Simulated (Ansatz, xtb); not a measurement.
## Ranking isomers of C6H5NS

4 gas-phase structures of C6H5NS, from a drawn sample of its isomers (lower ones may exist). Each was relaxed with GFN2-xTB:

A. `C#Cc1nc(C)cs1`, a singlet
B. `C#Cc1ncc(C)s1`, a singlet
C. `C#Cc1csc(C)n1`, a singlet
D. `C#Cc1cnc(C)s1`, a singlet

Estimate their order in r2SCAN-D4/def2-SVP energy at these geometries, lowest first.

Calculated order at r2SCAN-D4/def2-SVP: D (0.000), C (0.081), A (0.093), B (0.135) eV. Less than 1 kcal/mol parts C and A; A and B, so the order within those pairs means little.

Energies above the lowest of each column, in eV; the last columns are at B3LYP-D3(BJ)/def2-SVP geometries:

```csv
structure,GFN2-xTB,HF/STO-3G,r2SCAN-D4/def2-SVP,B3LYP-D3(BJ)/def2-SVP,CCSD(T)/def2-SVP + ΔMP2/def2-TZVPP
D,0.000,0.000,0.000,0.000,0.000
C,0.055,0.041,0.081,0.073,0.021
A,0.043,0.091,0.093,0.096,0.057
B,0.074,0.109,0.135,0.132,0.123
```

Every level run on D puts it lowest or level with the lowest. ΔMP2 is the change of the MP2 energy from the smaller to the larger basis.

Over these structures GFN2-xTB departs from r2SCAN-D4/def2-SVP by 0.021 eV on average once a common shift is removed. A GFN2-xTB relaxation took about 0.095 s and the r2SCAN-D4/def2-SVP energy about 3.6 s on a shared host (Ansatz 0.2.0, xtb 6.7.1).
